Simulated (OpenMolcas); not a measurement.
**Pd2+: moving the ligands**

Pd2+ with its 8 nearest fluoride ions at 2.373 Å, on the Sr site of SrF2 (a = 5.796 Å, distance in the model lattice 2.510 Å). The rest of the host is ab initio model potentials to 7.6 Å and point charges beyond; the distance is set by hand and nothing relaxes. Ligand basis ANO-RCC-VDZP.
```
Pd    0.0000    0.0000    0.0000
F     1.3701    1.3701    1.3701
F     1.3701    1.3701   -1.3701
F     1.3701   -1.3701    1.3701
F     1.3701   -1.3701   -1.3701
F    -1.3701    1.3701    1.3701
F    -1.3701    1.3701   -1.3701
F    -1.3701   -1.3701    1.3701
F    -1.3701   -1.3701   -1.3701
```

```yaml
Program: OpenMolcas
Method: "SS-CASPT2, IPEA 0.25 Eh, imaginary shift 0.1 Eh (closed shells correlated: 4s 4p and the ligand valence shells)"
Basis: ANO-RCC-VTZP [7s6p4d2f1g]
Scalar_Hamiltonian: DKH2, point nucleus
Active_space: 8 electrons in 5 orbitals (4d)
State_averaging: 2S+1 = 3 even, 10 roots; 2S+1 = 1 even, 15 roots
Spin-orbit_coupling: RASSI with atomic mean-field integrals over the reference wave functions
```

Runs around this geometry, states (labels of O, the rotations of Oh). Energies in cm-1 above the lowest state or level, χT in cm3 K/mol; under a threefold ground state the first gap can be a small split of the lowest multiplet, not the spin-orbit step.

```json
{"R (Å)": "2.3", "Ground state": "3T1", "First state of that spin": "3T2 6160", "First gap with spin-orbit (degeneracies)": "840 (1, 3)", "χT at 300 K": "1.574", "First state of another spin": "1T2 8950"}
{"R (Å)": "2.373", "Ground state": "3T1", "First state of that spin": "3T2 5130", "First gap with spin-orbit (degeneracies)": "800 (1, 3)", "χT at 300 K": "1.701", "First state of another spin": "1T2 8930"}
{"R (Å)": "2.51", "Ground state": "3T1", "First state of that spin": "3T2 3660", "First gap with spin-orbit (degeneracies)": "700 (1, 3)", "χT at 300 K": "1.967", "First state of another spin": "1T2 8740"}
```

Taking the first state of the same spin as R^-n, n = -ln(3660 / 6160) / ln(2.51 / 2.3) = 6.0 between the shortest and longest distance.

Roots that are degenerate in the reference are averaged as groups; the widest CASPT2 spread within a group is 740 cm-1 (the 3-fold group of multiplicity 1 near 18200 cm-1 above the lowest state of its run, R = 2.51). Shifts and gaps below about the spread of the groups concerned are not significant. Over all roots computed the reference weight is 0.67 to 0.68 in R = 2.3, 0.67 to 0.68 in R = 2.373, 0.66 to 0.68 in R = 2.51; a low but even weight reflects the number of correlated electrons. An orbital triplet at a regular site is open to Jahn-Teller coupling, which can distort the site and quench the lowest spin-orbit gaps and is left out. Real 4d8 and 5d8 ions are as a rule square planar and diamagnetic. Ligand-to-metal charge-transfer states are missing. These CASPT2 states fit no ligand-field parameters well, so their order and spin gaps are uncertain. With no ligand orbital active B as a rule stays too high, so bands that hang on it stand too high and its fall with covalency is understated. With one d shell and no ligand orbital active, 10Dq can be off by a tenth or more. Free-ion shares, where given, are those of the reference states; single-state CASPT2 does not remix them. No measured value stands beside these numbers; the geometry was set by hand and not optimised.
